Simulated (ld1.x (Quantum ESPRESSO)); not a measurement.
## Ti (Z = 22), TM: configuration errors across variants

| Quantity | Value |
| --- | --- |
| Element | titanium |
| Generator | ld1.x (Quantum ESPRESSO) 7.5 |
| Type | norm-conserving Troullier–Martins (Kleinman–Bylander form) |
| Functional | PBE |
| Relativity | scalar-relativistic |
| Frozen core | [Ne] 3s2 |
| Valence charge | 10 |
| Reference configuration | 3p6 3d2 4s2 4p0 |
| Partial waves | 4s (bound): rc 2.35 bohr; 3p (bound): rc 1.15 bohr; 3d (bound): rc 1.30 bohr |
| Local potential | all-electron potential smoothed inside 1.95 bohr (lloc = -1) |
| Core correction | a·sin(br)/r model core inside 0.80 bohr |

All-electron excitation energies from the reference (eV): (1) 3p6 3d2 4s1 4p0 7.347; (2) 3p6 3d2 4s0 4p0 20.919; (3) 3p6 3d1 4s0 4p0 47.867; (4) 3p6 3d2 4s1.5 4p0 2.937; (5) 3p6 3d2.5 4s1.5 4p0 0.353; (6) 3p6 3d2 4s0 4p2 6.288; (7) 3p6 3d0 4s0 4p0 91.153.

Tests that are not counted but printed errors over 1 eV. “local potential all-electron potential smoothed inside 2.16 bohr (lloc = -1)”: 3p6 3d2.5 4s1.5 4p0 (solver errors, printed error -1026 eV).

A true bound ghost makes a file unfit for plane-wave use even where its test errors are small: the radial tests pick states by their node count and pass the ghost by. Where a test does run into it, the solver fails or the error is huge.

Errors AE − PS in meV (a dash: test not solved or not reliable):

| change | (1) | (2) | (3) | (4) | (5) | (6) | (7) | bound ghosts |
| --- | --- | --- | --- | --- | --- | --- | --- | --- |
| base | -8.9 | -27 | +58 | -2.2 | -31 | -106 | +37 | s |
| local potential all-electron potential smoothed inside 0.88 bohr (lloc = -1) | -2.1 | -26 | +77 | -0.4 | -14 | +2.5 | +105 | s |
| local potential all-electron potential smoothed inside 1.26 bohr (lloc = -1) | -3.4 | -27 | +75 | -0.7 | -16 | -14 | +91 | s |
| local potential all-electron potential smoothed inside 1.42 bohr (lloc = -1) | -3.8 | -26 | +77 | -0.8 | -16 | +16 | +115 | s |
| local potential all-electron potential smoothed inside 1.96 bohr (lloc = -1) | -12 | -27 | +56 | -3.0 | -51 | -118 | +30 | s |
| local potential all-electron potential smoothed inside 2.16 bohr (lloc = -1) | +49 | -27 | +52 | +8.9 | – | -143 | +16 | s |
| local potential all-electron potential smoothed inside 2.46 bohr (lloc = -1) | -1.6 | -28 | +16 | -0.3 | -20 | -383 | -84 | none |
| local potential all-electron potential smoothed inside 2.64 bohr (lloc = -1) | -2.4 | -29 | -4.4 | -0.5 | -23 | -517 | -134 | none |

(1) Give the same row for: local potential all-electron potential smoothed inside 1.66 bohr (lloc = -1).

Results:

(1) -4.7, -27, +70, -1.1, -18, -38, +77; bound ghosts: s.
